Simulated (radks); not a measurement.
Results of a calculation; reference values are marked as such.
The nuclear charge of neutral neon is varied continuously with 10 electrons held in [Ne]. Level of theory: scalar-relativistic Kohn-Sham, PBEsol, spin-unpolarised, spherical densities, point nucleus (a radial shooting solver on a logarithmic mesh with Libxc functionals). By the Hellmann-Feynman theorem dE/dZ = E(electron-nucleus)/Z, the electronic potential at the nucleus. The scalar-relativistic energy here is not variational (the density holds large components alone), so the two differ by a part that grows with Z.

Z     E (hartree)  E(electron-nucleus)/Z (hartree)  HOMO  e(HOMO) (eV)  <r> HOMO (bohr)
9.8    -122.53136                         -30.2925    2p        -9.600            1.030
9.9    -125.58123                         -30.6999    2p       -11.395            1.005
10     -128.67183                         -31.1069    2p       -13.271           0.9813
10.1   -131.80312                         -31.5136    2p       -15.226           0.9592
10.2   -134.97507                         -31.9199    2p       -17.261           0.9382
10.3   -138.18766                         -32.3261    2p       -19.373           0.9183
10.4   -141.44086                         -32.7320    2p       -21.561           0.8994
10.5   -144.73465                         -33.1377    2p       -23.825           0.8814

The central difference of E at Z = 10 is -31.109 hartree, to compare with the third column; the second derivative is -4.07 hartree.
